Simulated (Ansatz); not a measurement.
Species: C₂HO, charge 0, multiplicity 2. It need not be the lowest isomer of its formula. 
Structure (B3LYP-D3(BJ)/def2-TZVP (Ansatz, a program for electronic structure) minimum search):
SMILES: [C]#CO
```xyz
4

C      1.4687    -0.1022    -0.1775
C      0.2013    -0.0129    -0.0178
O     -1.0660     0.1572     0.0754
H     -1.4922    -0.5665     0.5690
```
Charge 0, spin multiplicity 2.

Basis-set convergence of Hartree-Fock and MP2 correlation energies (hartree) with Ansatz. Correlated levels leave the core frozen unless marked. UHF or UKS for open shells. Spin-orbit coupling is left out. No relativistic terms.

```
basis        functions       E(HF)  E(corr, MP2)
-----------  ---------  ----------  ------------
aug-cc-pVDZ         78  -151.02652      -0.41273
aug-cc-pVTZ        161         [?]           [?]
```

**Question.** Some entries are withheld; supply them.

**Answer.** 
- aug-cc-pVTZ, E(HF): -151.06151
- aug-cc-pVTZ, E(corr, MP2): -0.50129
